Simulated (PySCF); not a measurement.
F3Fe, SMILES [F][Fe+]([F])[F] (connectivity only; charge and spin as stated), charge +1, multiplicity 5.

Coordinates come from a PBE-D3(BJ)/def2-SVP optimisation. The spin state was assumed, not searched.

These are PySCF with PBE-D3(BJ)/def2-SVP values and carry that method's errors.

Frequencies are harmonic and unscaled.

```tsv
mode	ν (cm⁻¹)	IR (km/mol)	moving atoms (share of kinetic energy)
1	125	38.8	F 51 %, Fe 49 %
2	191	11.9	F 78 %, Fe 22 %
3	212	0.8	F 91 %, Fe 9 %
4	657	0.2	F 100 %
5	758	32.9	F 71 %, Fe 29 %
6	813	61.1	F 60 %, Fe 40 %
```
